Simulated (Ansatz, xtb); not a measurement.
## A geometry optimisation of C2H7Ge+ with r2SCAN-D4/def2-SVP

The starting geometry of this gas-phase singlet was built from a drawn formula by distance geometry and a force field; its bonds are those of `[CH2+][GeH2][CH3]`.

```yaml
atoms:
  - { symbol: C, position_ang: [-1.9612, 1.0006, -1.3269] }
  - { symbol: C, position_ang: [0.5562, 0.3128, 0.4274] }
  - { symbol: Ge, position_ang: [-1.3568, -0.0953, 0.0956] }
  - { symbol: H, position_ang: [-1.3245, 1.7248, -1.8086] }
  - { symbol: H, position_ang: [-2.9962, 0.9072, -1.7192] }
  - { symbol: H, position_ang: [-1.4640, -1.5960, -0.3314] }
  - { symbol: H, position_ang: [-2.2039, 0.1577, 1.3863] }
  - { symbol: H, position_ang: [0.8461, -0.3342, 1.2892] }
  - { symbol: H, position_ang: [1.1340, 0.0742, -0.4727] }
  - { symbol: H, position_ang: [0.6124, 1.3985, 0.7061] }
```

Problem. Where would you expect an optimisation with r2SCAN-D4/def2-SVP to take it?

Solution. It rearranges to `[CH3][GeH+][CH3]`. Contacts that open: Ge3–H6 (1.56 → 2.48 Å). Contacts that close: C1–H6 (2.83 → 1.11 Å).

The energy falls by 3.04 eV over 30 steps:

```
step  E − E(last) (eV)
   1             3.043
   4             2.726
   7             2.518
  11             0.530
  14             0.021
  17             0.004
  20             0.002
  24             0.001
  27             0.000
  30             0.000
```

Final geometry (Å):

```xyz
10

C    -2.0183    0.3629   -1.3808
C     0.6746    0.4275    0.6443
Ge   -1.1921    0.2524    0.3280
H    -1.3069    0.6350   -2.1715
H    -2.8517    1.0851   -1.3349
H    -2.4711   -0.6213   -1.6033
H    -2.0957    0.0030    1.5379
H     1.0237   -0.4371    1.2353
H     1.2486    0.5221   -0.2868
H     0.8309    1.3206    1.2775
```

From the same start GFN2-xTB reaches the same bonding as this run.

No frequencies were run, so the end isn't proven a minimum. Run with Ansatz 0.2.0, 67 s on 2 threads of Arm Neoverse V1 (shared host).
